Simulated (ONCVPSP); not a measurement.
Sr (Z = 38): one change to an ONCV potential, before and after

- Element: Sr (Z = 38)
- Generator: ONCVPSP 4.0.1
- Type: optimised norm-conserving Vanderbilt (ONCV)
- Functional: BLYP
- Relativity: scalar-relativistic
- Frozen core: [Ar] 3d10
- Valence charge: 10
- Reference configuration: 4s2 4p6 5s2
- Partial waves: 4s+5s: rc 2.20 bohr, ncon 4, nbas 7, qcut 5.3 1/bohr, 2 projectors; 4p: rc 2.15 bohr, ncon 4, nbas 8, qcut 8.2 1/bohr, 2 projectors, debl 0.3 Ha; d scattering state at 0.05 Ha: rc 2.15 bohr, ncon 4, nbas 7, qcut 4.6 1/bohr, local
- Local potential: the d channel
- Core correction: none

In the p channel the program set the typed energies aside and used -0.828, 0.250 Ha.

Change: p: debl 1.3.

Cutoffs: the cutoffs (Ha) at which the residual kinetic energy of the hardest occupied pseudo-wave falls to 1 and 0.1 mHa per electron; they do not see the model core or the augmentation charge, which bear on the density cutoff. Errors are all-electron minus pseudo energies relative to the spin-unpolarised reference configuration.

Task: What does the change do?

Result: The potential gets neither clearly harder nor softer (13 Ha and 19 Ha → 13 Ha and 19 Ha); the lowest positive-energy flag moves from s at 221.8 eV to p at 38.0 eV; of the 4 tests that both files solve, the error grows in 1 and shrinks in 0 by more than 15 % and 0.3 meV (median size 0.3 → 1.0 meV); neither file shows a bound ghost.

| quantity | base | changed |
| --- | --- | --- |
| cutoff, loose | 13 Ha | 13 Ha |
| cutoff, tight | 19 Ha | 19 Ha |
| bound ghosts | none | none |
| GHOST(+) flags under 300 eV | s at 221.8 eV | p at 38.0 eV, s at 221.8 eV |
| error for 4s2 4p6 5s1, meV [ΔE 5.81 eV] | -0.5 | -0.5 |
| error for 4s2 4p6 5s0, meV [ΔE 16.93 eV] | -1.6 | -1.6 |
| error for 4s2 4p6 5s1.5, meV [ΔE 2.28 eV] | -0.2 | -0.2 |
| error for 4s2 4p6 5s0 5p1, meV [ΔE 8.84 eV] | +0.1 | +4.3 |
| s: phases at 2.23 bohr within 0.05 rad from the reference energy up to (Ha; the scan ends near 5) | 4.8 | 4.8 |
| p: phases at 2.18 bohr within 0.05 rad from the reference energy up to (Ha; the scan ends near 5) | 1.2 | 1.0 |
| d: phases at 2.18 bohr within 0.05 rad from the reference energy up to (Ha; the scan ends near 5) | 2.2 | 2.2 |
